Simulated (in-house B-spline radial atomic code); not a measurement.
Orbital energies and mean radii along the 30-electron series, configuration [Ar] 3d10 4s2. The effective charge is n√(-2ε), a non-relativistic measure. Computed with an all-electron radial atomic-structure program (B-spline basis): non-relativistic Hartree-Fock, average of the configuration, point nuclei.

This level leaves out relativity, spin-orbit splitting included, which matters for heavy ions.

| ion | Z | energy of 3p (Eh) | mean radius of 3p (bohr) | energy of 2p (Eh) | mean radius of 2p (bohr) | effective charge of 3p |
| --- | --- | --- | --- | --- | --- | --- |
| Zn | 30 | -3.8394 | 0.71979 | -38.925 | 0.19951 | 8.3132 |
| Ga+ | 31 | ? | ? | ? | ? | ? |
| Ge2+ | 32 | ? | ? | ? | ? | ? |
| As3+ | 33 | -7.1468 | 0.62019 | -51.436 | 0.17875 | 11.342 |
| Se4+ | 34 | -8.5337 | 0.59178 | -56.173 | 0.17275 | 12.394 |
| Br5+ | 35 | -10.048 | 0.5656 | -61.18 | 0.16712 | 13.448 |

(1) Fill in the row of Ga+.

(2) Fill in the row of Ge2+.

(3) How does the screening of 3p change?

Answers

(1) energy of 3p (Eh): -4.7834; mean radius of 3p (bohr): 0.68423; energy of 2p (Eh): -42.796; mean radius of 2p (bohr): 0.19209; effective charge of 3p: 9.2791.

(2) energy of 3p (Eh): -5.8932; mean radius of 3p (bohr): 0.65099; energy of 2p (Eh): -46.973; mean radius of 2p (bohr): 0.18518; effective charge of 3p: 10.299.

(3) Z less the effective charge goes from 21.69 at Z = 30 to 21.55 at Z = 35.
